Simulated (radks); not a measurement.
Values are calculated unless marked as measured or tabulated.
Charge is removed step by step from the 6s1/2 level of Tm, starting from [Xe] 4f13 6s2. Level of theory: Dirac Kohn-Sham, LDA (Slater exchange, Perdew-Wang correlation), spin-unpolarised, spherical densities, finite nucleus; open shells fill j = l - 1/2 first; Fermi nuclear charge, rms radius 5.2256 fm (a radial shooting solver on a logarithmic mesh with Libxc functionals).

removed (e)	E - E(0) (eV)	eigenvalue (eV)	E minus straight line (eV)
0	0.000	-4.034	0.000
0.1	0.429	-4.540	-0.239
0.2	0.908	-5.055	-0.427
0.3	1.440	-5.579	-0.564
0.4	2.024	-6.110	-0.647
0.5	2.662	-6.649	-0.677
0.6	3.354	-7.196	-0.653
0.7	4.101	-7.748	-0.573
0.8	4.904	-8.307	-0.439
0.9	5.763	-8.871	-0.248
1	6.678	-9.439	0.000

Removing the whole electron costs 6.678 eV by Delta-SCF, against 4.034 eV from minus the eigenvalue at the starting occupation. Slater's transition state (half an electron removed) gives 6.649 eV. Integrating minus the eigenvalue over the occupation (Janak's theorem) gives 6.678 eV. The mean slope of the eigenvalue, de/dn, is 5.41 eV per electron. Ionisation energy of Tm in the NIST Atomic Spectra Database: 6.184 eV (measured).

Beside tabulated values, note that spin-unpolarised runs miss the spin-polarisation part of the exchange energy of open shells.
